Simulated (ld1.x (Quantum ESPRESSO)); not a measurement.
gallium (Ga): one change to a TM potential, before and after

| Item | Value |
| --- | --- |
| Element | gallium |
| Generator | ld1.x (Quantum ESPRESSO) 7.5 |
| Type | norm-conserving Troullier–Martins (Kleinman–Bylander form) |
| Functional | PBE |
| Relativity | scalar-relativistic |
| Frozen core | [Ar] 3d10 |
| Valence charge | 3 |
| Reference configuration | 4s1 4p2 |
| Partial waves | 4s (bound): rc 1.65 bohr; 4p (bound): rc 1.85 bohr |
| Local potential | all-electron potential smoothed inside 1.45 bohr (lloc = -1) |
| Core correction | none |

Change: all radii scaled by about 0.76 (s 1.26, p 1.40 bohr); local potential all-electron potential smoothed inside 1.10 bohr (lloc = -1).

Cutoffs: the cutoffs (Ry, on a coarse ladder) from which the occupation-weighted sum of valence levels, in a spherical-Bessel basis at the reference potential, stays within 10 and 1 mRy of its value at 400 Ry; they do not see the model core or the augmentation charge, which bear on the density cutoff. Errors are all-electron minus pseudo energies relative to the spin-unpolarised reference configuration.

Question: Predict the effect on cutoff, ghosts and configuration errors.

Answer: The potential gets harder (12 Ry and 35 Ry → 55 Ry and 140 Ry); a bound ghost appears in s, which as a rule spoils a file; of the 7 tests that both files solve, the error grows in 6 and shrinks in 1 by more than 15 % and 0.3 meV (median size 28.3 → 43.3 meV). A smaller radius makes the pseudo-wave follow the all-electron one further in, where it bends more sharply, so more plane waves are needed.

```tsv
quantity	base	changed
cutoff, loose	12 Ry	55 Ry
cutoff, tight	35 Ry	140 Ry
loose cutoff by channel (10 mRy a level)	s 12 Ry, p 6 Ry	s 45 Ry, p 45 Ry
bound ghosts	none	s
error for 4s2 4p1, meV [ΔE -6.54 eV]	+22	+30
error for 4s2 4p0, meV [ΔE -0.85 eV]	+46	+65
error for 4s1 4p0, meV [ΔE 20.28 eV]	+97	+52
error for 4s1 4p1, meV [ΔE 6.52 eV]	+0.9	+1.3
error for 4s2 4p0.5, meV [ΔE -4.51 eV]	+31	+43
error for 4s2 4p1.3, meV [ΔE -7.07 eV]	+19	+26
error for 4s0 4p3, meV [ΔE 6.83 eV]	+28	+61
```

 A true bound ghost makes a file unfit for plane-wave use even where its test errors are small: the radial tests pick states by their node count and pass the ghost by.
